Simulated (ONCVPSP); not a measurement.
Potentials for Zn compared

Generated with ld1.x 7.5 (TM, RRKJ, ultrasoft, PAW), atompaw 4.2 or ONCVPSP 4.0.1. The cutoff is in Ry: for ld1.x and atompaw files where the sum of valence levels is converged to 10 mRy in a Bessel basis, for ONCV files where the hardest occupied wave has 1 mHa per electron of residual kinetic energy. The error is the largest all-electron minus pseudo excitation energy over each file’s own four to seven test configurations (ionisations up to +4, promotions, holes and added fractions of an electron), all of which were solved. The labels leave out finer settings (local radius, basis sizes, second energies), which also bear on the numbers. Spin-polarised tests are not counted. The rows are a selection from randomly drawn settings: files with unsolved tests, undetermined cutoffs or missed reference levels are left out.

A true bound ghost makes a file unfit for plane-wave use even where its test errors are small: the radial tests pick states by their node count and pass the ghost by.

```tsv
potential	cutoff (Ry)	largest error (meV)	bound ghosts
ONCV, LDA (Perdew-Zunger), non-relativistic, rc 1.20/1.10/1.45 (spd), local smoothed, core correction yes, reference 3s2 3p6 3d10 4s2, qcut 9.8/11.6/9.3, projectors 2/2/2	95	+139	none
ONCV, PBE, scalar-relativistic, rc 2.00/0.75/1.25/1.65 (spdf), local smoothed, core correction yes, reference 3p6 3d10 4s2, qcut 3.2/12.4/11.6/6.9, projectors 3/2/3/2	117	+50	s
ONCV, PBEsol, scalar-relativistic, rc 1.60/1.45/0.90 (spd), local smoothed, core correction yes, reference 3d10 4s2, qcut 3.1/6.7/19.2, projectors 2/3/2	260	-84	s, p
ONCV, Wu-Cohen, fully relativistic, rc 1.05/1.05/1.45/1.30 (spdf), local smoothed, core correction no, reference 3s2 3p6 3d10 4s2, qcut 9.1/15.7/9.6/7.6, projectors 2/2/2/1	128	+118	none
```

Question: Fill in the row for Zn: ONCV, LDA (Perdew-Wang 92), fully relativistic, rc 0.58/0.65/1.45 (spd), local smoothed, core correction yes, reference 3s2 3p6 3d9, qcut 11.2/12.9/11.8, projectors 2/2/2.

Answer: cutoff 766 Ry, largest error +86 meV, bound ghosts: none.

Question: Fill in the row for Zn: ONCV, PBEsol, scalar-relativistic, rc 1.25/0.80/1.20 (spd), local smoothed, core correction no, reference 3s2 3p6 3d10 4s2, qcut 12.4/17.9/11.6, projectors 3/2/3.

Answer: cutoff 192 Ry, largest error +35 meV, bound ghosts: none.
